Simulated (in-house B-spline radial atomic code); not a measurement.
## Ionising the titanium ion Ti⁴⁺ with different functionals

Computed with an all-electron radial atomic-structure program (B-spline basis): non-relativistic Hamiltonian, point nucleus, spin-polarised at highest spin, spherical fractional occupations for the functionals, and exact exchange of hybrids averaged over the configuration. The ionisation energy is the difference of two self-consistent energies, [Ne] 3s2 3p6 → [Ne] 3s2 3p5, without Breit or QED terms; ε is the level of the shell that loses the electron (its least bound occupied spin orbital).

| method | rung | ΔSCF (eV) | -ε(3p) (eV) |
| --- | --- | --- | --- |
| PBE0 | global hybrid | 99.36 | 92.19 |
| B3LYP | global hybrid | 99.37 | 91.64 |
| TPSSh | global hybrid | 99.51 | 90.74 |
| M06-2X | global hybrid | 98.96 | 94.81 |
| BHandHLYP | global hybrid | 99.26 | 94.85 |
| r2SCAN0 | global hybrid | 99.81 | 92.79 |
| B97-1 | global hybrid | ? | ? |
| HSE06 | range-separated hybrid | ? | ? |
| wB97X | range-separated hybrid | 99.24 | 94.63 |
| CAM-B3LYP | range-separated hybrid | 99.31 | 93.62 |
| LC-wPBE | range-separated hybrid | 99.39 | 94.91 |

Task: What does HSE06 give?

Result: ΔSCF 99.34 eV, and -ε(3p) = 91.76 eV.

Task: What does B97-1 give?

Result: ΔSCF 99.30 eV, and -ε(3p) = 91.65 eV.

Task: Among the functionals, which spreads more, the ΔSCF values or the orbital energies?

Result: The orbital energies: ΔSCF values span about 0.85 eV and the orbital energies 4.17 eV; here energy differences depend much less on the functional than eigenvalues do.

Task: How do they compare with the NIST value?

Result: NIST lists 99.30 eV ± 0.012 (measured, ground level to ground level). Errors run from -0.34 to +0.51 eV; B97-1 is closest (+0.00 eV), though others lie within the uncertainty of it, and part of that can be cancellation, since the calculations leave out relativity, Breit-QED terms, multiplet and fine-structure energies.
